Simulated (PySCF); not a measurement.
Anisole, SMILES c1ccccc1OC at its GFN2-xTB optimised geometry (Å):

```
16

C     -2.4777     1.0629     0.0047
O     -1.7068    -0.1129     0.0007
C     -0.3477    -0.0019     0.0000
C      0.3581    -1.2062     0.0000
C      1.7368    -1.2062     0.0000
C      2.4367    -0.0090    -0.0001
C      1.7400     1.1841    -0.0004
C      0.3542     1.1977    -0.0003
H     -3.5160     0.7348     0.0083
H     -2.2872     1.6669     0.8981
H     -2.2940     1.6685    -0.8891
H     -0.2033    -2.1273    -0.0002
H      2.2704    -2.1450    -0.0005
H      3.5160    -0.0092    -0.0002
H      2.2745     2.1229    -0.0004
H     -0.1620     2.1450    -0.0005
```

Level of theory: PySCF with PBE0/def2-TZVP.

Map of the log10 of the electron density (e/bohr³), floored at −4 on the plane z = 0.8 Å:

```
|00000000000000000000000000000|
|00000000000000000000000000000|
|00000000000000000000000000000|
|00000000000000000000000000000|
|00000000000000000000000000000|
|00000000000000000000000000000|
|00000000110012211112110000000|
|00000012332233432234321000000|
|00000134554445554455542000000|
|00001246786556766666643100000|
|00012457997556777777653100000|
|00023568997557888887654210000|
|00024677887667887788765421000|
|00024566777778876778876542000|
|00013455688878876678877642000|
|00001234678778876678876542000|
|00000013567667887788765421000|
|00000002345457888887654210000|
|00000000123356777777653100000|
|00000000001356766667643100000|
|00000000000245554455542000000|
|00000000000123432334321000000|
|00000000000011211112110000000|
|00000000000000000000000000000|
|00000000000000000000000000000|
|00000000000000000000000000000|
|00000000000000000000000000000|
|00000000000000000000000000000|
|00000000000000000000000000000|
```
Scale: ten equal steps from -4.00 (start of '0') to -0.591 (end of '9'), in the order '0123456789'; x runs from -6.00 to 6.00, y from -6.00 (bottom) to 6.00 (top).
